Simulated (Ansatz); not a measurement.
`C[Si](F)F`• → C• + 2 F• + 3 H• + Si•  (atomization)

Computed with Ansatz on PBE0-D4/def2-TZVP structures; ΔE is electronic, products minus reactants. CCSD(T)/CBS adds triple-zeta CCSD(T) − MP2 to the extrapolated MP2 energy (def2 sets, frozen cores). This one scheme is used for every species, atoms too. DFT in def2-TZVPP. No spin–orbit coupling; open shells (•) take unrestricted orbitals. Spin–orbit coupling would lower the free atoms: a little for C, F, Si.

`C[Si](F)F`•:

Cartesian coordinates in Å:
```
C 0.466 0.008 -0.674
Si -0.637 -0.533 0.724
F 0.085 -0.192 2.107
F -1.971 0.346 0.692
H -0.024 -0.160 -1.634
H 1.407 -0.544 -0.654
H 0.676 1.076 -0.561
```

| level | ΔE (kcal/mol) |
| --- | --- |
| r2SCAN-D4 | 655.2 |
| B97M-V | 651.2 |
| B2PLYP | 644.8 |
| revPBE | 634.9 |
| PBE0 | 645.4 |
| CAM-B3LYP | 652.1 |
| CCSD(T)/def2-TZVPP | 634.0 |
| HF/CBS(def2) | 496.3 |

**Question.** What does CCSD(T)/CBS give? (Best estimate.)

**Answer.** Computed: +652.1 kcal/mol. The listed levels differ from it by 3.1, -0.9, -7.3, -17.2, -6.7, 0.0, -18.1, -155.8 kcal/mol.

Largest T1 diagnostic among the species: 0.013.

At CCSD(T), def2-SVP lies −49.1 kcal/mol from the extrapolated value and def2-TZVPP −18.1 kcal/mol: correlation converges slowly with the basis, and small sets miss more of it in the bonded molecule than in its fragments. Leaving LDA and LC-ωPBE aside and taking each functional with its dispersion term where it has one, the values, not all of them listed here, spread over 31.5 kcal/mol, from BHLYP-D4 to PBE-D4. LDA lies +83.1 kcal/mol from PBE without D4, its usual overbinding.

For atomizations the MP2-based limit and the directly extrapolated one differ by several kJ/mol either way, and by 10 to 25 for some Ge, Se and Sn compounds, so smaller differences from it don't rank the levels.
